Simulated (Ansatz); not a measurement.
## CCSD(T) forces

CH2BrF (SMILES FCBr), closed shell, displaced at random from its PBE0-D4/def2-TZVP minimum.

```
atom    x (Å)    y (Å)    z (Å)
  F1   0.7763   1.1911   0.2085
  C2   0.1706  -0.0352   0.0548
 Br3  -1.5345   0.0945  -0.9037
  H4   0.7708  -0.8437  -0.5743
  H5   0.0887  -0.5802   1.0675
```

Computed with Ansatz 0.2.0 (basis: def2-TZVPP); correlated methods freeze the cores. Filled d shells of the heavier atoms are correlated. The def2 sets are not built for correlating such inner shells, so the correlated values are less sure here.

CCSD(T) forces from the calculation:
| atom | Fx | Fy | Fz (eV/Å) |
| --- | --- | --- | --- |
| F1 | -0.428 | -1.136 | -0.351 |
| C2 | 1.191 | -2.759 | 0.213 |
| Br3 | 0.484 | 0.118 | 0.585 |
| H4 | -0.754 | 2.368 | 0.910 |
| H5 | -0.492 | 1.410 | -1.357 |

Problem. Which atom feels the largest CCSD(T) force, and how large is it?

Solution. C2, 3.01 eV/Å, along (0.40, -0.92, 0.07).

Root-mean-square difference of the force components from those of CCSD(T): PBE-D4 0.199; r2SCAN-D4 0.078; PBE0-D4 0.131; wB97M-V 0.034 eV/Å.

The T1 diagnostic stays at or below 0.010.

For scale, one of the runs: CCSD(T)/def2-TZVPP forces, 138 basis functions (an equivalent command: `ansatz run in.yaml --threads 2`). The run took 93 s on 2 CPU threads (shared host), with 1.4 GiB of host memory at its peak.
